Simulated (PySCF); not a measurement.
**ZrHCl + F₂ → ZrFCl + HF**

Level: PBE0 in the def2-TZVP basis family, computed in PySCF with density fitting; scalar-relativistic core potentials for atoms from Rb on, none lighter, no spin–orbit coupling; open shells unrestricted.

```json
{"species": "ZrHCl", "state and structure": "triplet, Cs, Zr–Cl 2.336 Å, Zr–H 1.862 Å; Cl–Zr–H 123.0°", "E (Eh)": "-507.67756", "ZPE (kJ/mol)": "14.3", "H(298 K) − H(0) (kJ/mol)": "11.7", "S° (J/(mol K))": "280.6"}
{"species": "F₂", "state and structure": "singlet, D∞h, F–F 1.376 Å", "E (Eh)": "-199.40856", "ZPE (kJ/mol)": "6.6", "H(298 K) − H(0) (kJ/mol)": "8.7", "S° (J/(mol K))": "201.9"}
{"species": "ZrFCl", "state and structure": "triplet, Cs, Zr–Cl 2.353 Å, Zr–F 1.902 Å; Cl–Zr–F 135.2°", "E (Eh)": "-606.98519", "ZPE (kJ/mol)": "6.7", "H(298 K) − H(0) (kJ/mol)": "13.1", "S° (J/(mol K))": "307.3"}
{"species": "HF", "state and structure": "singlet, C∞v, H–F 0.920 Å", "E (Eh)": "-100.39188", "ZPE (kJ/mol)": "24.9", "H(298 K) − H(0) (kJ/mol)": "8.7", "S° (J/(mol K))": "173.6"}
```

What is the electronic reaction energy?

At PBE0/def2-TZVP, ΔE = -763.9 kJ/mol from the differences of the total energies times 2625.5, downhill. Fluorination of this kind underlies dry etching and chamber cleaning.

Add zero-point, thermal and entropy terms for 298.15 K and 1 bar.

ΔZPE = 10.7 and Δ[H(298) − H(0)] = 1.4 kJ/mol give ΔH° = -751.8 kJ/mol. ΔS° = -1.6 J/(mol K), so ΔG° = -751.8 − 298.15 × (-0.0016) = -751 kJ/mol.

Open d or f shells are single determinants, so the state found may not be the ground state. Each species is the lowest minimum found with this bonding; other isomers or fragments can lie lower.
